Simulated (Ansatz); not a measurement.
Single points on Li₅Al₅⁺.

```yaml
crystal:
  periodic: [false, false, false]
  atoms:
    - {symbol: Li, position_ang: [1.151927, 2.061777, -1.895033]}
    - {symbol: Li, position_ang: [-1.409775, 0.260677, 2.666973]}
    - {symbol: Li, position_ang: [-2.563212, 1.324273, -0.920507]}
    - {symbol: Li, position_ang: [0.312150, -2.781179, -0.922005]}
    - {symbol: Li, position_ang: [2.302523, 0.998683, 1.690711]}
    - {symbol: Al, position_ang: [-1.660126, -1.106654, 0.205952]}
    - {symbol: Al, position_ang: [0.626307, -1.261761, 1.430162]}
    - {symbol: Al, position_ang: [-0.133027, 1.180826, 0.391741]}
    - {symbol: Al, position_ang: [-0.455857, -0.262485, -1.937370]}
    - {symbol: Al, position_ang: [1.829091, -0.414158, -0.710625]}
basis:
  gaussian: {orbitals: def2-TZVP, initial_orbitals: start.molden}
total_charge: 1
magnetization: {spin_polarized: true, initial_magnetization: 1}
hamiltonian: {xc: r2scan, dispersion: d4}
scf: {omitted_lower_state_checks: [starts]}
output: {orbitals: {seedname: orbitals}}
```

The file start.molden holds the orbitals of an earlier run on this structure, at another level or in another basis.

```sh
$ ansatz run in.yaml --threads 4 --pin off --events-out ev --progress --plain --max-ram 4787MiB
```

Shortened log:

```
Functional definition: r2SCAN
1940 factors; their error is unknown
mean field evaluation 1: about -34003.2115 eV, gradient 6.6e0 eV
mean field evaluation 2: about -34003.2870 eV, gradient 1.2e-1 eV
mean field evaluation 4: about -34003.2668 eV, gradient 1.2e-3 eV
mean field evaluation 8: about -34003.2668 eV, gradient 2.6e-5 eV
mean field -34003.26678791 eV, -1249.5970062138 hartree, gradient 1.0e-5 eV, S^2 0.764838; 0 other end points of the search recorded, 0 dependent functions left out
reference -34003.26682015 eV, -1249.5970073986 hartree; 40, 39 occupied and 215, 216 virtual orbitals, 1940 factors
Total energy: -34003.34883517 eV, -1249.6000213950 hartree
Checks for a lower state left out: starts
```

It took 24 s on 4 threads of Arm Neoverse V2 on a shared host, peak host memory 0.73 GiB.

The first input with `hamiltonian: {xc: {name: PBE-QIDH}}` and without the key `output` (abridged; 34 s):

```
Functional definition: PBE-QIDH
mean field -33970.70784424 eV, -1248.4004871030 hartree, gradient 3.0e-6 eV, S^2 0.770901
25 core orbitals not correlated: weight in the atoms' cores, before any rotation towards them, 1.000 or more for the frozen orbitals, at most 0.000 for the correlated occupied ones
second order -21.14153258 eV of doubles, -0.00000000 eV of singles
Total energy: -33977.75504210 eV, -1248.6594668478 hartree
Checks for a lower state left out: starts
```

First input, but with `hamiltonian: {xc: pbe0, dispersion: d4}` (abridged; 21 s):

```
Functional definition: PBE0
mean field -33989.49498125 eV, -1249.0909016536 hartree, gradient 1.8e-5 eV, S^2 0.759463
Total energy: -33989.86731192 eV, -1249.1045845535 hartree
Checks for a lower state left out: starts
```

The first input with `gaussian: {orbitals: def2-SVP, initial_orbitals: start.molden}`, `correlation: {method: ccsd_t}`, `scf: {omitted_lower_state_checks: [starts, cluster_reference]}` and without the key `hamiltonian` (abridged; 38 s):

```
Functional definition: HF
mean field -33913.30384699 eV, -1246.2909291139 hartree, gradient 3.5e-6 eV, S^2 1.763787
25 core orbitals not correlated: weight in the atoms' cores, before any rotation towards them, 1.000 or more for the frozen orbitals, at most 0.000 for the correlated occupied ones
second order -10.92314603 eV of doubles, -0.00000000 eV of singles
cycle   1  -10.46115137 eV  change    4.6e-1 eV  update   2.3e-1
cycle   2  -11.15187434 eV  change   -6.9e-1 eV  update   9.1e-2
cycle   3  -11.41729477 eV  change   -2.7e-1 eV  update   7.4e-2
cycle   4  -11.52804678 eV  change   -1.1e-1 eV  update   4.6e-2
cycle   5  -11.61580240 eV  change   -8.8e-2 eV  update   2.7e-2
cycle   6  -11.62777089 eV  change   -1.2e-2 eV  update   1.0e-2
cycle   7  -11.63177080 eV  change   -4.0e-3 eV  update   4.6e-3
cycle   8  -11.63913680 eV  change   -7.4e-3 eV  update   3.1e-3
cycle   9  -11.63711492 eV  change    2.0e-3 eV  update   2.2e-3
cycle  10  -11.63742198 eV  change   -3.1e-4 eV  update   1.7e-3
cycle  11  -11.63821595 eV  change   -7.9e-4 eV  update   1.4e-3
cycle  12  -11.63766252 eV  change    5.5e-4 eV  update   1.1e-3
cycle  13  -11.63818295 eV  change   -5.2e-4 eV  update   7.0e-4
cycle  14  -11.63818411 eV  change   -1.2e-6 eV  update   3.9e-4
cycle  15  -11.63806235 eV  change    1.2e-4 eV  update   2.2e-4
cycle  16  -11.63840212 eV  change   -3.4e-4 eV  update   1.2e-4
cycle  17  -11.63850334 eV  change   -1.0e-4 eV  update   6.5e-5
cycle  18  -11.63850837 eV  change   -5.0e-6 eV  update   3.7e-5
cycle  19  -11.63850296 eV  change    5.4e-6 eV  update   2.4e-5
cycle  20  -11.63845267 eV  change    5.0e-5 eV  update   1.5e-5
cycle  21  -11.63843789 eV  change    1.5e-5 eV  update   7.5e-6
perturbative correction -1.26670141 eV, -0.0465504181 hartree
Total energy: -33926.20898628 eV, -1246.7651842355 hartree
Checks for a lower state left out: starts, cluster_reference
```

As the first input, with `gaussian: {orbitals: STO-3G}`, `hamiltonian: {xc: hf}` (abridged; 0.6 s):

```
Functional definition: HF
mean field -33521.60220198 eV, -1231.8961591646 hartree, gradient 2.2e-5 eV, S^2 0.773898
Total energy: -33521.60220198 eV, -1231.8961591646 hartree
Checks for a lower state left out: starts
```

The first input with `correlation: {method: mp2}` and without the key `hamiltonian` (abridged; 13 s):

```
Functional definition: HF
mean field -33925.44221511 eV, -1246.7370059148 hartree, gradient 3.1e-6 eV, S^2 1.721876
25 core orbitals not correlated: weight in the atoms' cores, before any rotation towards them, 1.000 or more for the frozen orbitals, at most 0.000 for the correlated occupied ones
second order -16.96299235 eV of doubles, -0.00000000 eV of singles
Total energy: -33942.40520747 eV, -1247.3603843858 hartree
Checks for a lower state left out: starts
```

The first input with `gaussian: {orbitals: def2-SVP, initial_orbitals: start.molden}`, `hamiltonian: {xc: pbe0, dispersion: d4}` (abridged; 6.5 s):

```
Functional definition: PBE0
mean field -33977.34879494 eV, -1248.6445375398 hartree, gradient 2.2e-5 eV, S^2 0.757201
Total energy: -33977.72114100 eV, -1248.6582210053 hartree
Checks for a lower state left out: starts
```

Geometry: PBE0-D4/def2-SVP.

Correlated methods freeze 25 core orbitals; core or outer-core shells of Li are correlated, in sets that lack core-valence functions. At CCSD(T)/def2-SVP T1 of the charge 1 doublet is large (up to 0.072), so the single-reference result is doubtful. At CCSD(T)/def2-SVP, MP2/def2-TZVP the charge 1 doublet is spin-contaminated (final ⟨S²⟩ up to 1.76, 0.75 for a pure state). The structure comes from a short search, and lower isomers may exist.
